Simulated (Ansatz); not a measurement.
Reaction (cleavage of the Al–Si bond): `[NH2][AlH][SiH2][SiH2]Cl` + H₂Se → `[NH2][AlH][SeH]` + `[SiH3][SiH2]Cl`

Calculated with Ansatz (gas phase, PBE0-D4/def2-TZVP geometries, no zero-point term in ΔE). CCSD(T)/CBS is the MP2 limit (def2-TZVPP, def2-QZVPP) plus CCSD(T) − MP2 in def2-TZVPP, frozen cores. Functionals use def2-TZVPP. B3LYP here is the variant with VWN-RPA as its local correlation; programs differ in this. For Se outer-core shells are correlated without core-valence functions, which leaves a few kJ/mol of doubt a bond. Scalar relativity is left out up to krypton. Each species was taken in one conformer, which may not be the lowest.

Is it downhill or uphill in electronic energy at CCSD(T)/CBS, and by how much? (Estimate.)

The calculation gave: Downhill: ΔE = -101.1 kJ/mol.

What do these levels give: r2SCAN-D4, PBE0-D4, ωB97X-V, B2PLYP, r2SCAN, B3LYP, HF/def2-TZVPP, MP2/def2-TZVPP, CCSD/def2-TZVPP, CCSD(T)/def2-TZVPP, HF/def2-QZVPP, MP2/def2-QZVPP? (An estimate is asked.)

Computed: r2SCAN-D4 -97.7, PBE0-D4 -90.5, ωB97X-V -97.7, B2PLYP -104.2, r2SCAN -99.3, B3LYP -102.3, HF/def2-TZVPP -120.9, MP2/def2-TZVPP -107.4, CCSD/def2-TZVPP -101.1, CCSD(T)/def2-TZVPP -97.9, HF/def2-QZVPP -121.2, MP2/def2-QZVPP -109.4 kJ/mol.

Largest T1 diagnostic among the species: 0.013.

In def2-TZVPP, CCSD(T) changes the Hartree–Fock value by +22.9 kJ/mol (the triples alone add +3.1 kJ/mol) and MP2 by +13.4 kJ/mol. The D4 term adds +6.9 kJ/mol with B3LYP and +4.4 kJ/mol with PBE0; it sums over pairs of atoms, weighted by their polarisabilities, and B3LYP, whose exchange is more repulsive, gets the larger term. From PBE to PBE0 (25 % exact exchange), in def2-TZVPP and without D4, ΔE moves by −6.8 kJ/mol.
